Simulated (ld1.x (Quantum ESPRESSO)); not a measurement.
Before and after: TM potential for rubidium (Rb)

```
Element                 : rubidium
Generator               : ld1.x (Quantum ESPRESSO) 7.5
Type                    : norm-conserving Troullier–Martins (Kleinman–Bylander form)
Functional              : PBE
Relativity              : scalar-relativistic
Frozen core             : [Kr]
Valence charge          : 1
Reference configuration : 5s1 5p0
Partial waves           : 5p (bound, empty): rc 4.05 bohr; 4d channel at 0.35 Ry: rc 4.05 bohr; 5s (bound): rc 4.20 bohr
Local potential         : the s channel
Core correction         : Bessel-smoothed model core, default radius (core density twice the valence density)
```

All-electron outer shells of the reference configuration (PBE, scalar-relativistic, ld1.x):

```
shell  level (eV)  outermost node (bohr)  outermost maximum (bohr)
   4s      -31.89                   0.62                      1.25
   4p      -15.96                   0.64                      1.42
   5s       -2.23                   1.79                      4.38
   5p       -0.75                   2.21                      6.21
```

Change: wave 5p (bound): rc 4.05 bohr becomes 5p (bound): rc 3.34 bohr.

Cutoffs: the cutoffs (Ry, on a coarse ladder) from which the occupation-weighted sum of valence levels, in a spherical-Bessel basis at the reference potential, stays within 10 and 1 mRy of its value at 400 Ry; they do not see the model core or the augmentation charge, which bear on the density cutoff. Errors are all-electron minus pseudo energies relative to the spin-unpolarised reference configuration.

Problem. How do hardness, ghosts and transferability respond?

Solution. Both files are so soft that the ladder of cutoffs tells neither apart; a bound ghost appears in p, which as a rule spoils a file.

```tsv
quantity	base	changed
cutoff, loose	6 Ry	6 Ry
cutoff, tight	6 Ry	6 Ry
bound ghosts	none	p
error for 5s0.5 5p0, meV [ΔE 1.58 eV]	-1.2	-1.2
error for 5s0 5p1, meV [ΔE 1.52 eV]	-5.3	-3.0
s: phases at 4.57 bohr within 0.05 rad from the reference energy up to (Ry; the scan ends near 5)	0.8	0.8
p: phases at 4.57 bohr within 0.05 rad from the reference energy up to (Ry; the scan ends near 5)	0.9	1.0
d: phases at 4.57 bohr within 0.05 rad from the reference energy up to (Ry; the scan ends near 5)	0.8	0.8
```

Changed file: The cutoffs count occupied waves only; the empty 5p level needs 10 Ry at the loose tolerance. A true bound ghost makes a file unfit for plane-wave use even where its test errors are small: the radial tests pick states by their node count and pass the ghost by.
